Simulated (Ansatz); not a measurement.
Correlation energies of C₄H₆F₄ (`C[C@H](F)[C@H](F)C(F)F`) by basis set

```xyz
14

C    -1.342    0.421   -1.014
C     0.156    0.462   -0.849
F     0.728   -0.572   -1.580
C     0.656    0.377    0.580
F     1.968    0.800    0.616
C     0.641   -1.019    1.179
F     1.105   -0.961    2.446
F    -0.634   -1.477    1.232
H    -1.589    0.515   -2.072
H    -1.760   -0.510   -0.635
H    -1.803    1.255   -0.480
H     0.560    1.395   -1.258
H     0.065    1.040    1.222
H     1.251   -1.726    0.613
```

Total charge 0; spin multiplicity 1. The structure was optimised at the PBE0-D4/def2-TZVP level. It is one conformer, not always the lowest. Frozen core, restricted reference, Ansatz 0.2.0. CBS rows extrapolate triple and quadruple zeta; past MP2 they add the triple-zeta difference.

```csv
basis,HF (Eh),MP2 corr.
def2-SVP,-552.28175,-1.27995
def2-TZVPP,-552.95507,-1.66130
def2-QZVPP,-552.97897,-1.80213
```

**Question.** Estimate the CCSD correlation energy and the (T) correction in each basis where they were run (hartree).

**Answer.** 
```
     basis  CCSD corr.       (T)
  def2-SVP    -1.33314  -0.02980
def2-TZVPP    -1.69726  -0.05728
 CBS(def2)    -1.94240     as TZ
```
